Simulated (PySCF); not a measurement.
A structure optimised at B3LYP-D3(BJ)/def2-SVP, used in a PySCF frequency run:

```
C
H 1 1.0971
H 1 1.0974 2 110.65
H 1 1.1007 2 109.80 3 121.31
Se 1 1.9688 2 110.14 4 116.43
Se 5 2.3541 1 99.98 2 57.50
H 6 1.4824 5 97.04 1 87.76
```
Charge 0, spin multiplicity 1.

### Question
Write its SMILES and formula.

### Answer
C[Se][SeH], CH4Se2

### Question
What are its rotational constants (standard atomic weights)?

### Answer
9.9146, 1.8904, 1.6264 GHz
